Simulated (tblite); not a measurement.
`O=C1C=CC[C@@H]1C(F)(F)F`. Structure optimised with GFN2-xTB, isolated species.

```
atom  x, y, z in Å
O1     0.5314    0.4490    2.3817
C2    -0.0593    0.2686    1.3533
C3    -1.4137   -0.2474    1.1482
C4    -1.7373   -0.2470   -0.1440
C5    -0.6475    0.2713   -1.0237
C6     0.5061    0.5690   -0.0577
C7     1.7032   -0.3279   -0.3291
F8     2.1778   -0.1481   -1.5782
F9     2.7245   -0.1087    0.4966
F10    1.3908   -1.6301   -0.2399
H11   -2.0253   -0.5657    1.9721
H12   -2.6736   -0.5735   -0.5631
H13   -0.9715    1.1681   -1.5551
H14   -0.3736   -0.4699   -1.7784
H15    0.8635    1.6005   -0.1047
```

**Question.** Which two atoms are farthest apart?

**Answer.** F9···H12 and F8···H11, 5.521 Å down to 5.518 Å.

**Question.** Work out the bond lengths O1=C2, C2–C6, C3=C4, C5–H14, C6–C7, C7–F8, C7–F9, C7–F10 in bohr.

**Answer.** For O1=C2 the difference vector is (-0.5907, -0.1804, -1.0284) Å, of length 1.1996 Å. 1 bohr = 0.529177 Å. O1=C2 2.267; C2–C6 2.928; C3=C4 2.517; C5–H14 2.065; C6–C7 2.873; C7–F8 2.548; C7–F9 2.516; C7–F10 2.536 bohr.

**Question.** How far apart are these pairs, which share no bond: O1···C4, C4···F9, F8···H13, H12···H13?

**Answer.** O1···C4 3.466 Å (3 bonds apart); C4···F9 4.510 Å (4 bonds apart); F8···H13 3.413 Å (4 bonds apart); H12···H13 2.630 Å (3 bonds apart).

**Question.** Give the dihedral angles C4–C5–C6–C7, C3–C2–C6–C7, C6–C2–C3–C4.

**Answer.** C4–C5–C6–C7 115° (anticlinal); C3–C2–C6–C7 -116° (anticlinal); C6–C2–C3–C4 -2° (synperiplanar). Dihedral signs follow IUPAC: positive where, seen along the central bond, the front bond turns clockwise onto the rear one.

**Question.** What is the repulsion energy of the bare nuclei, Σ ZA·ZB/RAB?

**Answer.** 570.21 Eh over 105 pairs, with full nuclear charges and distances in bohr; the largest single term is 21.46 Eh (C7 with F9).

**Question.** What are the angles O1–C2–C3, C2–C3–C4, C3–C4–H12, C5–C4–H12, C6–C5–H14, H13–C5–H14, C5–C6–H15, C2–C6–C5?

**Answer.** From the scalar product of the two bond vectors; for O1–C2–C3 it is -1.1041 Å² over 1.1996 × 1.4638 Å², cos θ = -0.6287. O1–C2–C3 129.0°; C2–C3–C4 111.1°; C3–C4–H12 126.1°; C5–C4–H12 120.7°; C6–C5–H14 112.2°; H13–C5–H14 107.2°; C5–C6–H15 113.7°; C2–C6–C5 105.2°.

Its GFN2-xTB frequencies are all real (lowest 44 cm⁻¹).

The run took 0.34 s of wall time on an AMD EPYC 7B13 with one thread, no GPU, shared host with 64 logical CPUs at a one-minute load of 10. This is the geometry optimisation.

All values are computed, not measured.
